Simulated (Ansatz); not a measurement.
C3H9NSi2, SMILES N#C[C@@H]([SiH3])C[SiH3].

Coordinates come from a PBE0-D3(BJ)/def2-SVP optimisation. The structure was generated by enumeration; whether it is a known compound was not checked. Other conformers were not sampled.

Two levels are set side by side: PBE/def2-SVPD (Ansatz, a quantum-chemistry and plane-wave program) and CAM-B3LYP/def2-SVPD (Ansatz). Energy differences of separate SCF runs at the same geometry; the states with an electron removed or added have multiplicity 2 and 2. Differences are taken from unrounded values.

```tsv
quantity	CAM-B3LYP
vertical ionisation energy (eV)	10.42
vertical singlet–triplet gap (eV)	6.37
```

Task: What does PBE give, and how far is it from CAM-B3LYP? (An estimate is asked for; the answer gives what the named calculation found.)

Result: 
```json
[
 {"quantity": "vertical ionisation energy (eV)", "PBE": "9.84", "PBE minus CAM-B3LYP": "-0.57"},
 {"quantity": "vertical singlet–triplet gap (eV)", "PBE": "5.97", "PBE minus CAM-B3LYP": "-0.40"}
]
```
